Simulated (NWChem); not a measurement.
System: isopropylamine (C$_{3}$H$_{9}$N); SMILES CC(C)N

All runs: NWChem. Pople sets run with spherical d functions. Each level has its own optimisation; frequencies are unscaled. Brackets give each atom's bonded neighbours. One conformer.

| level | r C–C (Å) | r C–H [C(CHHH)–H(C)] (Å) | r C–N (Å) | r C–H [C(CCHN)–H(C)] (Å) | highest harmonic frequency (cm⁻¹) | lowest (cm⁻¹) | zero-point energy (kcal/mol) | dipole (D) |
|---|---|---|---|---|---|---|---|---|
| Hartree-Fock/STO-3G | 1.545 | 1.086 | 1.493 | 1.097 | 4081 | 218 | 90.1 | 1.51 |
| Hartree-Fock/3-21G | 1.534 | 1.084 | 1.475 | 1.090 | 3753 | 242 | 81.0 | 1.31 |
| Hartree-Fock/6-31G* | 1.526 | 1.086 | 1.459 | 1.093 | 3796 | 239 | 81.4 | 1.42 |
| B3LYP/6-31G* | 1.531 | 1.096 | 1.472 | 1.107 | 3538 | 221 | 76.2 | 1.34 |
| LDA (Slater exchange, VWN5)/def2-SVP | 1.512 | 1.112 | 1.444 | 1.128 | 3500 | 233 | 73.1 | 1.24 |
| PBE/def2-SVP | 1.531 | 1.110 | 1.468 | 1.124 | 3475 | 224 | 73.5 | 1.26 |
| BLYP/def2-SVP | 1.541 | 1.110 | 1.479 | 1.122 | 3424 | 221 | 73.1 | 1.24 |
| PBE0/def2-SVP | 1.521 | 1.101 | 1.456 | 1.114 | 3614 | 228 | 76.0 | 1.28 |
